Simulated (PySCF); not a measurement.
# Dipole response of Br²⁺ (bromine, charge +2)

[Ar] 3d10 4s2 4p3, high-spin 4S determinant. Computed with PySCF 2.14 in aug-cc-pwCVDZ-PP with ECP10MDF (6s5p4d1f, 48 functions), with a scalar-relativistic core potential. Coupled (time-dependent) response in atomic units; α is the mean over directions. A double-zeta set is small for polarisabilities.

```json
{"method": "UHF", "mean α (bohr³)": "8.416", "C₆ (like pair)": "40.56", "S(−4)": "16.58"}
{"method": "PBE", "mean α (bohr³)": "8.372", "C₆ (like pair)": "40.34", "S(−4)": "15.71"}
{"method": "PBE0", "mean α (bohr³)": "8.327", "C₆ (like pair)": "40.05", "S(−4)": "15.57"}
{"method": "M06-L", "mean α (bohr³)": "8.157", "C₆ (like pair)": "39.78", "S(−4)": "14.11"}
{"method": "B3LYP", "mean α (bohr³)": "8.299", "C₆ (like pair)": "39.83", "S(−4)": "15.47"}
```

S(−4) is the Cauchy moment in α(ω) = α(0) + S(−4) ω² + …

α(iu) at B3LYP:

| u (hartree) | α(iu) (bohr³) |
| --- | --- |
| 0 | 8.299 |
| 0.0500 | 8.261 |
| 0.100 | 8.148 |
| 0.200 | 7.727 |
| 0.300 | 7.121 |
| 0.500 | 5.719 |
| 0.750 | 4.175 |
| 1.00 | 3.067 |
| 1.50 | 1.803 |
| 2.00 | 1.188 |
| 3.00 | 0.6538 |
| 5.00 | 0.3219 |

A single London oscillator, α(iu) = α/(1 + u²/ω²), gives C₆ = (3/4) ω α². Matching the computed C₆ needs ω = 4 × 39.83 / (3 × 8.299²) = 0.771 hartree.

For an ion, C₆ is the dispersion term alone; charge-induced terms of lower order in 1/R come first.

Energies and moments cover only the electrons outside the core potential.
